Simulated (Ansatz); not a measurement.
`C=C(Cl)[SiH2][SiH3]`. Total charge 0; spin multiplicity 1. All single points use the PBE0-D4/def2-TZVP geometry. It is one conformer, not always the lowest.

```xyz
12

C    -2.212   -0.711   -0.522
C    -1.173   -0.602    0.295
Cl   -0.756   -1.920    1.357
Si   -0.021    0.870    0.411
Si    2.155    0.233   -0.174
H    -2.831   -1.600   -0.561
H    -2.464    0.114   -1.179
H    -0.537    1.915   -0.515
H    -0.043    1.392    1.804
H     2.154   -0.367   -1.534
H     2.691   -0.756    0.797
H     3.038    1.431   -0.178
```

Problem. What is the dipole moment at ωB97M-V/def2-TZVPP? (An estimate is asked.)

Solution. Ansatz gave: 1.30 D, with components (-0.57, 0.72, -0.92) D in this frame, pointing from negative to positive charge.

Problem. And with PBE, r2SCAN, B3LYP? (Estimate.)

Solution. The calculation gave: PBE 1.15 D, r2SCAN 1.26 D, B3LYP 1.26 D.

Problem. Give the Mulliken charges with ωB97M-V, B3LYP, PBE in def2-TZVPP. (An estimate is asked.)

Solution. The calculation gave: 
```csv
atom,ωB97M-V,B3LYP,PBE
C1,-0.19,-0.22,-0.20
C2,-0.09,-0.02,0.02
Cl3,-0.08,-0.12,-0.10
Si4,0.17,0.25,0.19
Si5,0.05,0.16,0.11
H6,0.12,0.12,0.10
H7,0.11,0.11,0.10
H8,-0.02,-0.07,-0.06
H9,-0.01,-0.06,-0.04
H10,-0.02,-0.05,-0.04
H11,-0.01,-0.04,-0.03
H12,-0.02,-0.06,-0.04
```

B3LYP here is the variant with VWN-RPA as its local correlation; programs differ in this.
